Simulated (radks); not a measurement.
Values are calculated unless marked as measured or tabulated.
Effect of the nuclear size on neutral ruthenium, [Kr] 4d7 5s1. Code: a radial shooting solver on a logarithmic mesh with Libxc functionals. Model: Dirac Kohn-Sham, PBE, spin-unpolarised, spherical densities, finite nucleus; open shells fill j = l - 1/2 first; Fermi nuclear charge, rms radius 4.4809 fm. The rms radius is varied about that value; shifts are against it.

[
 {"rms radius (fm)": "3.8446", "total energy shift (eV)": "-0.514", "density at nucleus (e/bohr^3)": "1.121e+05", "1s1/2 shift (meV)": "-217", "2s1/2 shift (meV)": "-23.6", "3p1/2 shift (meV)": "0.296", "4s1/2 shift (meV)": "-0.742", "4p1/2 shift (meV)": "0.054", "5s1/2 shift (meV)": "-0.046"},
 {"rms radius (fm)": "4.3017", "total energy shift (eV)": "-0.152", "density at nucleus (e/bohr^3)": "1.106e+05", "1s1/2 shift (meV)": "-64.1", "2s1/2 shift (meV)": "-6.98", "3p1/2 shift (meV)": "0.087", "4s1/2 shift (meV)": "-0.219", "4p1/2 shift (meV)": "0.016", "5s1/2 shift (meV)": "-0.014"},
 {"rms radius (fm)": "4.4809", "total energy shift (eV)": "0", "density at nucleus (e/bohr^3)": "1.101e+05", "1s1/2 shift (meV)": "0.000", "2s1/2 shift (meV)": "0.000", "3p1/2 shift (meV)": "0.000", "4s1/2 shift (meV)": "0.000", "4p1/2 shift (meV)": "0.000", "5s1/2 shift (meV)": "0.000"},
 {"rms radius (fm)": "4.6557", "total energy shift (eV)": "0.153", "density at nucleus (e/bohr^3)": "1.096e+05", "1s1/2 shift (meV)": "64.7", "2s1/2 shift (meV)": "7.05", "3p1/2 shift (meV)": "-0.088", "4s1/2 shift (meV)": "0.221", "4p1/2 shift (meV)": "-0.016", "5s1/2 shift (meV)": "0.014"},
 {"rms radius (fm)": "5.5429", "total energy shift (eV)": "1.01", "density at nucleus (e/bohr^3)": "1.073e+05", "1s1/2 shift (meV)": "427", "2s1/2 shift (meV)": "46.5", "3p1/2 shift (meV)": "-0.582", "4s1/2 shift (meV)": "1.46", "4p1/2 shift (meV)": "-0.106", "5s1/2 shift (meV)": "0.090"}
]

Slopes of the eigenvalues against <r^2> in GHz/fm^2, as finite differences over the two radii next to the reference (eigenvalue slopes, not the field-shift constants of lines): 1s1/2 9820, 2s1/2 1070, 3p1/2 -13.4, 4s1/2 33.6, 4p1/2 -2.44, 5s1/2 2.08.
